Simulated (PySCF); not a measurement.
# Arsenic: highly charged ions in a basis for the neutral atom

As(16+) [Ne] 3s2 3p5, As(17+) [Ne] 3s2 3p4. Computed with PySCF 2.14 in x2c-SVPall (5s4p3d, 32 functions), with the spin-free X2C one-electron Hamiltonian (Gaussian nucleus). No spin-orbit coupling, so a gap to NIST mixes the basis error with missing relativistic terms.

Changed run: basis of the neutral atom used for a highly charged ion. This setting is unsound on purpose.

```tsv
species	method	sound run (hartree)	changed run (hartree)	converged
As(16+)	UHF	not run	-2125.42409	yes
As(16+)	LDA	not run	-2122.63863	yes
As(16+)	BP86	not run	-2126.46579	yes
As(17+)	UHF	not run	-2102.19940	yes
As(17+)	LDA	not run	-2099.34157	yes
As(17+)	BP86	not run	-2103.16154	yes
```

Ionisation energy of As(16+):

```csv
method,changed run (eV),NIST (eV)
UHF,631.98,628.8 ± 0.6
LDA,633.95,628.8 ± 0.6
BP86,634.14,628.8 ± 0.6
```

The contracted functions were made for the neutral atom and can be too rigid for a highly charged ion.
